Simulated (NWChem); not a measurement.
System: CH$_{7}$NSi; SMILES CN[SiH3]

Input file for NWChem:

```
start job
memory heap 200 mb stack 900 mb global 1100 mb
geometry units angstroms noautosym nocenter noautoz
  Si     0.079669     1.104913     0.001846
  N     -0.540788    -0.510312     0.010582
  C      0.275205    -1.699752    -0.019641
  H     -1.074759     2.023661     0.236827
  H      1.093198     1.237961     1.094434
  H      0.757946     1.542934    -1.267458
  H     -1.479727    -0.646662    -0.346609
  H      0.567657    -2.027823    -1.037082
  H     -0.235653    -2.547606     0.467245
  H      1.207413    -1.529006     0.543181
end
basis spherical
  * library def2-svpd
end
dft
  xc pbe0
  iterations 150
end
property
  response 1 0.0
end
task dft property
```

Structure relaxed at the PBE0/def2-SVP level.

Static field.

Question: Predict the main results of this run. (PBE0/def2-SVPD.) Quantities: isotropic polarisability (bohr³); anisotropy (bohr³).

Answer: 
```
Property                          Value
--------------------------------  -----
isotropic polarisability (bohr³)   50.9
anisotropy (bohr³)                 11.3
```
